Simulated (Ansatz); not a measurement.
Calculated with Ansatz (gas phase, PBE0-D4/def2-TZVP geometries, no zero-point term in ΔE). CCSD(T)/CBS adds triple-zeta CCSD(T) − MP2 to the extrapolated MP2 energy (def2 sets, frozen cores). This one scheme is used for every species. DFT in def2-TZVPP. B3LYP here is the variant with VWN-RPA as its local correlation; programs differ in this. HSE06 is defined as in plane-wave codes. For Ge outer-core shells are correlated without core-valence functions, which leaves a few kJ/mol of doubt a bond. Scalar relativity is left out up to krypton. Each species was taken in one conformer, which may not be the lowest.

Consider the formal exchange of groups at the Si–H bond: `F[SiH2][GeH3]` + `C=CN=C` → `C=C[SiH](F)[GeH3]` + `C=N`.

```csv
level,ΔE (kJ/mol)
revPBE-D4,-26.5
BLYP-D4,-26.3
r2SCAN-D4,-26.8
B3LYP-D4,-28.6
ωB97X-V,-33.6
HSE06,-25.7
MP2/def2-SVP,-23.2
SCS-MP2/def2-QZVPP,-35.6
```

Question: What does CCSD(T)/CBS give? (An estimate is asked.)

Answer: Computed: -36.7 kJ/mol. The listed levels differ from it by 10.2, 10.4, 9.9, 8.1, 3.1, 11.0, 13.5, 1.1 kJ/mol.

Question: What do rigid-rotor, harmonic-oscillator terms from PBE0-D4/def2-TZVP frequencies (298.15 K, 1 bar) make of the CCSD(T)/CBS value? (Best estimate.)

Answer: Computed: ΔZPE = +3.8 kJ/mol, ΔH = -30.3 kJ/mol, ΔS = 7 J/(mol·K), ΔG = -32.5 kJ/mol.

Largest T1 diagnostic among the species: 0.012.

From BLYP to BHLYP (50 % exact exchange), in def2-TZVPP and without D4, ΔE moves by −5.7 kJ/mol. Leaving LDA and LC-ωPBE aside and taking each functional with its dispersion term where it has one, the values, not all of them listed here, spread over 11.7 kJ/mol, from ωB97M-V to PBE-D4. LDA lies +8.7 kJ/mol from PBE without D4.
